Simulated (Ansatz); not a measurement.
Cost and result up the ladder for MnF₂ (3 atoms). The state is a sextet with charge 0. Geometry: PBE0-D4/def2-TZVP.

Cartesian coordinates in Å:
```
Mn -0.001 -0.004 0.000
F 1.574 -0.314 0.794
F -1.573 0.318 -0.794
```

Ansatz on 4 threads of Arm Neoverse V2 on a shared host. Times are rough, and most runs start from the orbitals of an earlier one. ωB97M-V/def2-TZVP serves as the yardstick here, not as an exact answer. Differences are given only for rows in sets of like size (and for xTB, whose basis is part of the method), since another set adds its own error. Binding counts from free atoms at the same level (Mn sextet, F doublet; other spins of the atoms weren't run), without zero-point energy or a counterpoise term.

The 6-31G sets use Cartesian d functions. B3LYP takes the VWN-RPA correlation. Correlated methods freeze 7 core orbitals; core or outer-core shells of Mn are correlated, in sets that lack core-valence functions.

Correlated methods converge slowly with the basis.

```csv
level,functions,wall time,binding energy per atom (eV),difference from ωB97M-V/def2-TZVP (eV)
HF/6-31G,47,0.2 s,2.08,–
PBE-D4/def2-SVP,59,0.55 s,3.65,–
PBE0-D4/def2-SVP,59,0.75 s,3.32,–
revPBE-D4/def2-TZVP,107,0.8 s,3.56,0.21
B3LYP-D4/def2-TZVP,107,0.95 s,3.40,0.05
CAM-B3LYP-D4/def2-TZVP,107,1 s,3.47,0.13
RPA@PBE/def2-TZVP,107,1.1 s,2.90,-0.44
PBE0-D4/def2-TZVPD,128,1.4 s,3.43,0.08
r2SCAN-D4/def2-TZVP,107,1.7 s,3.59,0.24
r2SCAN0-D4/def2-TZVP,107,1.8 s,3.32,-0.02
r2SCAN-D4/def2-TZVPD,128,2.1 s,3.61,0.27
ωB97M-V/def2-TZVP,107,2.9 s,3.34,0.00
CCSD(T)/def2-TZVPP,126,8 s,3.27,-0.08
CCSD(T)/def2-TZVPD,128,8.5 s,3.32,-0.03
```
